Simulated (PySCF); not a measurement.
**Electron correlation in Ne²⁺ (neon, charge +2)**

[He] 2s1 2p5, high-spin 3P determinant (an excited configuration). Computed with PySCF 2.14 in aug-cc-pVDZ-DK (4s3p2d, 23 functions), with scalar relativity by spin-free X2C-1e. Frozen: 1s2; 6 electrons correlated.

MP2 pair energies summed by pair of shells (mhartree):

```
 pair   energy  share (%)
2p-2p  -119.17       91.1
2s-2p   -11.63        8.9
```

Total MP2 correlation energy: -130.80 mhartree.

Same-spin part -26.63 and opposite-spin part -104.17 mhartree; SCS-MP2 scales them by 1/3 and 6/5 to -133.88 mhartree.
